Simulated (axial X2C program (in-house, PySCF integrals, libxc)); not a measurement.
Low determinants of SnH at the PBE0 level, 2c

All values were computed with an in-house relativistic program for diatomic molecules. Two-component (2c) means X2C with spin–orbit coupling and atomic mean-field two-electron Coulomb and Gaunt terms. Basis: Sn dyall-cv3z [11s12p9d4f1g], H dyall-v3z [6s2p1d] (cores contracted in-house); Gaussian nuclei, density fitting, unrestricted open shells. Masses: Sn 119.902 u, H 1.008 u.

Search at 1.781 Å (vertical energies from the lowest determinant):

| ΔE (eV) | state | electrons beyond evenly filled partner blocks | electrons in ±ω = 1/2, 3/2, 5/2, 7/2 |
| --- | --- | --- | --- |
| 0.00 | Ω = 1/2 | ω = 1/2 | 33 14 4 0 |
| 0.28 | Ω = 3/2 | ω = 3/2 | 32 15 4 0 |
| 2.56 | Ω = 1/2 | 2 × ω = -1/2, ω = 3/2 | 32 15 4 0 |
| 3.07 | Ω = 5/2 | 2 × ω = 1/2, ω = 3/2 | 32 15 4 0 |
| 3.35 | Ω = 1/2 | ω = 1/2 | 31 16 4 0 |
| 5.64 | Ω = 3/2 | 3 × ω = 1/2 | 33 14 4 0 |

Lowest determinant, Ω = 1/2 (⟨Sz⟩ = -0.50, ⟨Lz⟩ = 1.00 at PBE0): Re = 1.780 Å, ωe = 1705.7 cm⁻¹.

The determinant in row 2 of the search, Ω = 3/2 (⟨Sz⟩ = 0.50, ⟨Lz⟩ = 1.00 at PBE0), was followed along the bond at PBE0; measured from the minimum of the lowest determinant it gives:

Te = 0.282 eV (2276 cm⁻¹), Re = 1.777 Å, ωe = 1716.7 cm⁻¹.

(1) Compare the bond of the determinant in row 2 with that of the lowest one.

The search compares states at one distance, so a state with another bond length can lie lower; it is not exhaustive and yields mostly the lowest determinant of each block pattern, so other components and higher states of one pattern are missing. These are energies of single determinants, not of spin-adapted states; PBE0 term energies can be off by some tenths of an eV, and the functional has no current term.

## Answers

(1) At PBE0 its Re is 0.003 Å shorter and its force constant, which goes as ωe², is 1.01 times that of the lowest determinant. T0 ≈ Te + Δωe/2 = 2276 + (6) = 2282 cm⁻¹.
